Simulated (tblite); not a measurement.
Species: C₇H₁₁F.
SMILES with atom numbers: `[F:1][CH2:2][CH2:3][C@H:4]1[CH2:5][C:6]12[CH2:7][CH2:8]2` (hydrogens: H9, H10 on C2; H11, H12 on C3; H13 on C4; H14, H15 on C5; H16, H17 on C7; H18, H19 on C8)

Computed with GFN2-xTB (tblite), gas phase: Langevin dynamics at 600 K from the optimised GFN2-xTB geometry, time step 0.5 fs, friction 0.01 fs⁻¹, 2000 steps.

Start geometry:
```
atom  x, y, z in Å
F1      3.709   -0.675   -0.132
C2      2.664    0.204   -0.292
C3      1.385   -0.376    0.298
C4      0.236    0.595    0.148
C5     -0.509    0.670   -1.172
C6     -1.150    0.089    0.029
C7     -2.429    0.222    0.759
C8     -1.890   -1.141    0.382
H9      2.564    0.382   -1.368
H10     2.955    1.131    0.213
H11     1.148   -1.313   -0.209
H12     1.554   -0.598    1.355
H13     0.380    1.531    0.677
H14    -0.839    1.637   -1.522
H15    -0.204    0.002   -1.965
H16    -3.291    0.595    0.226
H17    -2.403    0.511    1.800
H18    -2.390   -1.688   -0.404
H19    -1.500   -1.770    1.169
```

The statistics below take the 31 frames saved every 25 fs from 250 to 1000 fs; their kinetic temperature (all 3N coordinates) averages 604 K.

**Question.** Give the mean, spread and extremes of the bond lengths.

**Answer.** 
```csv
bond,start (Å),mean (Å),standard deviation (Å),shortest (Å),longest (Å)
F1–C2,1.375,1.382,0.037,1.310,1.465
C2–C3,1.523,1.539,0.037,1.480,1.627
C3–C4,1.511,1.533,0.042,1.452,1.617
C4–C5,1.517,1.519,0.043,1.401,1.589
C5–C6,1.480,1.485,0.048,1.399,1.569
C6–C7,1.478,1.486,0.038,1.396,1.570
C7–C8,1.514,1.523,0.041,1.448,1.601
C4–C6,1.480,1.486,0.047,1.390,1.605
C6–C8,1.478,1.483,0.049,1.400,1.621
C2–H9,1.095,1.091,0.040,1.013,1.177
C2–H10,1.095,1.105,0.042,1.020,1.188
C3–H11,1.092,1.111,0.033,1.037,1.160
C3–H12,1.093,1.102,0.037,1.023,1.178
C4–H13,1.085,1.094,0.032,1.036,1.184
C5–H14,1.081,1.089,0.028,1.018,1.124
C5–H15,1.081,1.087,0.038,1.016,1.161
C7–H16,1.081,1.088,0.049,0.986,1.193
C7–H17,1.081,1.081,0.033,0.988,1.162
C8–H18,1.081,1.091,0.036,1.010,1.207
C8–H19,1.080,1.095,0.052,0.993,1.216
```

**Question.** How far does each atom move about its mean position (frames aligned on the start, all atoms weighted alike), and what rms force does it feel?

**Answer.** 
| atom | rms displacement (Å) | rms force (eV/Å) |
| --- | --- | --- |
| F1 | 0.42 | 1.29 |
| C2 | 0.39 | 2.24 |
| C3 | 0.31 | 2.44 |
| C4 | 0.24 | 2.62 |
| C5 | 0.30 | 2.53 |
| C6 | 0.14 | 2.99 |
| C7 | 0.18 | 2.63 |
| C8 | 0.25 | 2.68 |
| H9 | 0.96 | 1.54 |
| H10 | 0.92 | 1.40 |
| H11 | 0.80 | 1.24 |
| H12 | 0.75 | 1.24 |
| H13 | 0.37 | 1.12 |
| H14 | 0.38 | 1.06 |
| H15 | 0.46 | 1.38 |
| H16 | 0.30 | 1.68 |
| H17 | 0.39 | 1.28 |
| H18 | 0.44 | 1.26 |
| H19 | 0.38 | 1.75 |

The displacements run from 0.14 to 0.96 Å, the largest at H9.

**Question.** Follow the torsions F1–C2–C3–C4 and C2–C3–C4–C5 through every second one of these frames.

**Answer.** 
| t (fs) | F1–C2–C3–C4 (°) | C2–C3–C4–C5 (°) |
| --- | --- | --- |
| 250 | 163 | 101 |
| 300 | -171 | 105 |
| 350 | -144 | 97 |
| 400 | -154 | 98 |
| 450 | 174 | 88 |
| 500 | 149 | 80 |
| 550 | 141 | 75 |
| 600 | 150 | 69 |
| 650 | 150 | 72 |
| 700 | 171 | 36 |
| 750 | 177 | 27 |
| 800 | 179 | 17 |
| 850 | 159 | 0 |
| 900 | 159 | -20 |
| 950 | 143 | 21 |
| 1000 | 135 | 50 |

Largest departure from the start value over all these frames: F1–C2–C3–C4 44° (start 179°), C2–C3–C4–C5 102° (start 82°).

**Question.** How widely does the potential energy scatter, against a harmonic estimate?

**Answer.** Mean 1.27 eV above the start, standard deviation 0.280 eV, range 0.68 to 1.91 eV. For 51 classical harmonic modes at 600 K the canonical values are 51kT/2 = 1.32 eV and kT·√(51/2) = 0.261 eV.

The run is classical and short, so these are rough statistics of one trajectory.

What follows is the cost of the whole dynamics run. Hardware: one thread, Arm Neoverse V1 (aarch64), no GPU (shared host). Cost: 12 s, 0.18 GiB resident at most.
